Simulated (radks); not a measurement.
Q: All-electron calculation, scalar-relativistic Kohn-Sham, PBE, spin-polarised, spherical densities, point nucleus; open shells are filled with parallel spins first. Program: a radial shooting solver on a logarithmic mesh with Libxc functionals. Each species is in its NIST ground configuration. Rank Cu+, Mn+, Cr+, Ni+, Zn+, Co+, V+, Fe+, Ti+, Sc+ by mean radius of the outermost orbital (bohr), largest first.

A: Sc+ 3.32, Ti+ 3.13, Mn+ 2.74, Fe+ 2.66, Zn+ 2.39, V+ 1.52, Cr+ 1.38, Co+ 1.17, Ni+ 1.08, Cu+ 1.01.
